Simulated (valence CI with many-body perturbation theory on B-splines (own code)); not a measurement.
The numbers below are computed, except where a source is named.
# Eu30+: magnetic and hyperfine properties of the levels

Method: relativistic CI+MBPT: five valence electrons over a frozen Dirac-Fock core [Ar] 3d10, a basis of 9 s, 9 p, 8 d, 6 f, 3 g, 1 h functions for each j, with the one-electron correlation potential Σ1, the two-electron term Σ2, the three-electron term Σ3, Breit, model QED; selected CI, second order for the rest (own B-spline code, finite nucleus).

No measured spectrum was set against this ion. As an estimate, large intervals hold to a few tenths of a per cent, small ones and those within an open d or f shell to about a per cent. Among the levels kept, up to 250 cm⁻¹ of a level comes from second order outside the variational space, and about a tenth of that is noise between levels of different J, which matters for small intervals.

A/g_I is the dipole constant over the nuclear g factor μ/I (μ in nuclear magnetons, uniformly magnetised nucleus), B/Q the quadrupole constant per barn. Both hold the static response of the core; the bare values leave it out. Large factors of s and p1/2 electrons are usually good to 5 to 10 %; those of open d and f shells near neutrality can be off by tens of per cent, and small factors of p3/2, d and f electrons come from cancelling terms and can be off by a factor of two or in sign, in half-filled shells by more. B is blank for J = 1/2, where it vanishes, and for nearly pure S terms. Energies count from the lowest level.

Levels are named by their leading jj configuration (3d3/2^4 stands for four electrons in 3d with j = 3/2), which in mixed levels can hold well under half, so a name can repeat and another be missing. Letters in brackets count levels of one name in rising energy.

```tsv
Level	E (cm⁻¹)	g	A/g_I (MHz)	A/g_I bare	B/Q (MHz/b)	B/Q bare
(4s^2 4p1/2^2 4p3/2) J=3/2	0	1.406	26800	25500	48600	46600
(4s^2 4p1/2 4p3/2^2) J=3/2	282020	1.436	-5570	-5600	11400	11000
(4s^2 4p1/2 4p3/2^2) J=5/2	316180	1.197	64500	61900	-251	-233
(4s^2 4p1/2 4p3/2^2) J=1/2	359300	0.662	207000	199000		
(4s^2 4p3/2^3) J=3/2	646630	1.286	30000	28800	-60100	-57700
(4s 4p1/2^2 4p3/2^2) J=5/2	843030	1.505	145000	139000	17700	17000
(4s^2 4p1/2^2 4d3/2) J=3/2	902670	0.999	-25000	-23900	-14500	-13800
(4s 4p1/2^2 4p3/2^2) J=1/2	944770	2.221	597000	574000		
(4s 4p1/2^2 4p3/2^2) J=3/2	984070	0.990	-28800	-27600	-1090	-1010
(4s^2 4p1/2^2 4d5/2) J=5/2	1043000	1.192	10700	10700	14900	14400
(4s 4p1/2 4p3/2^3) J=3/2 [a]	1147800	1.440	98800	95100	-42100	-40400
(4s 4p1/2 4p3/2^3) J=5/2	1186200	1.232	140000	134000	-53100	-50900
(4s^2 4p1/2 4p3/2 4d3/2) J=3/2 [a]	1199000	1.009	53500	51700	-25000	-23900
(4s^2 4p1/2 4p3/2 4d3/2) J=1/2 [a]	1200400	0.553	12200	12400		
(4s^2 4p1/2 4p3/2 4d3/2) J=5/2	1219600	0.984	71100	68400	-27900	-26700
(4s^2 4p1/2 4p3/2 4d3/2) J=7/2	1242200	1.079	46000	44400	39500	38100
(4s 4p1/2 4p3/2^3) J=1/2	1273600	1.016	-16100	-15600		
(4s^2 4p1/2 4p3/2 4d5/2) J=7/2 [a]	1276800	1.312	-6640	-6230	60200	57900
(4s 4p1/2 4p3/2^3) J=3/2 [b]	1299100	1.129	-19300	-18400	-10900	-10400
(4s^2 4p1/2 4p3/2 4d5/2) J=9/2	1313100	1.210	34700	33500	43600	42000
(4s^2 4p1/2 4p3/2 4d5/2) J=5/2 [a]	1323500	1.259	13700	13400	11900	11500
(4s^2 4p1/2 4p3/2 4d3/2) J=3/2 [b]	1331900	1.129	3540	3440	-1270	-1230
(4s^2 4p1/2 4p3/2 4d3/2) J=1/2 [b]	1361600	2.002	47900	45900		
(4s^2 4p1/2 4p3/2 4d5/2) J=5/2 [b]	1365500	1.209	49700	48000	-21400	-20500
(4s^2 4p1/2 4p3/2 4d5/2) J=3/2 [a]	1379400	1.466	37100	36000	-15500	-15000
(4s^2 4p1/2 4p3/2 4d5/2) J=7/2 [b]	1388500	1.079	39400	38000	21100	20400
(4s^2 4p1/2 4p3/2 4d5/2) J=5/2 [c]	1419000	1.169	875	977	23800	23000
(4s^2 4p1/2 4p3/2 4d5/2) J=3/2 [b]	1423500	0.854	54600	52900	15500	14900
(4s^2 4p1/2 4p3/2 4d5/2) J=1/2	1451500	1.019	-35900	-34000		
(4s 4p3/2^4) J=1/2	1546100	1.587	354000	341000		
(4s^2 4p3/2^2 4d5/2) J=7/2	1603600	1.263	15600	15200	10800	10400
(4s^2 4p3/2^2 4d3/2) J=1/2	1610900	1.149	15800	14400		
(4s^2 4p3/2^2 4d5/2) J=9/2	1615700	1.229	16900	16400	35700	34500
(4s^2 4p3/2^2 4d3/2) J=3/2 [a]	1616800	1.158	20900	20000	-23200	-22400
(4s^2 4p3/2^2 4d3/2) J=5/2	1622400	1.210	30500	29500	-9500	-9160
(4s^2 4p3/2^2 4d3/2) J=7/2	1650900	1.095	23900	23000	2690	2770
(4s^2 4p3/2^2 4d3/2) J=3/2 [b]	1688000	0.969	14900	14700	16200	15700
(4s^2 4p3/2^2 4d5/2) J=5/2 [a]	1700200	1.204	7790	7800	70500	67700
(4s^2 4p3/2^2 4d5/2) J=1/2	1746000	1.770	237000	229000		
(4s^2 4p3/2^2 4d5/2) J=3/2	1761000	1.095	11800	11700	3970	3830
```

Problem. Take the isotope of mass number 153, with I = 5/2, μ = 1.5294 μN and Q = 2.41 b. What is the hyperfine structure of (4s^2 4p1/2 4p3/2^2) J=1/2?

Solution. From the table A = 126000 MHz. Shifts from the centre of gravity in MHz: F = 2: -220000, F = 3: 158000.
